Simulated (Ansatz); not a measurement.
Relaxation of AlBrF2H2O (7 atoms, charge 0, multiplicity 1), to a largest force component of 0.03 eV/Å in at most 50 steps.

These are results of Ansatz 0.2.0, RKS PBE-D4/def2-SVP, not measurements.

```xyz
7
Properties=species:S:1:pos:R:3:forces:R:3
Al -0.065 -0.229 0.035 0.03 0.16 0.83
O -0.051 -0.295 1.788 0.02 0.24 -0.74
H -0.910 -0.411 2.232 -0.01 -0.01 0.01
F 1.396 -0.224 -0.754 -0.01 0.00 0.00
F -1.492 -0.332 -0.814 0.00 0.00 0.00
Br 0.133 3.157 1.250 0.09 -1.19 0.54
H 0.259 1.873 2.034 -0.13 0.80 -0.64
```

Task: Where does it end, and by what steps?

Result: The run converged. After 16 steps the energy has fallen by 1.451 eV; H7 moved furthest, 1.16 Å. Parted: Br6–H7 (1.51 → 2.88 Å). Joined: Al1–Br6 (3.60 → 2.28 Å), O2–H7 (2.20 → 0.98 Å).

```
step  energy less start (eV)  largest force component (eV/Å)  accepted
   0                  0.0000                           1.186       yes
   1                 -0.1401                           0.263       yes
   2                 -0.2258                           0.536       yes
   3                 -0.3460                           0.688       yes
   4                 -0.3886                           1.526       yes
   5                 -0.5711                           1.197       yes
   6                 -0.7978                           2.836       yes
   7                 -0.9609                           3.560       yes
   8                 -1.2645                           1.014       yes
   9                 -1.3001                           0.666       yes
  10                 -1.3885                           0.539       yes
  11                 -1.4022                           0.918       yes
  12                 -1.4237                           0.376       yes
  13                 -1.4412                           0.136       yes
  14                 -1.4473                           0.132       yes
  15                 -1.4496                           0.106       yes
  16                 -1.4508                           0.020       yes
```

```xyz
7
Properties=species:S:1:pos:R:3
Al 0.063 0.571 0.007
O -0.021 0.016 1.899
H -0.880 -0.435 2.041
F 1.426 -0.167 -0.624
F -1.434 -0.099 -0.379
Br 0.148 2.823 0.380
H -0.031 0.830 2.448
```

Whether the end is a true minimum wasn't checked by a vibrational analysis.

The run took 34 s on 2 threads of Arm Neoverse V1, on a shared host, peak memory 0.15 GiB.
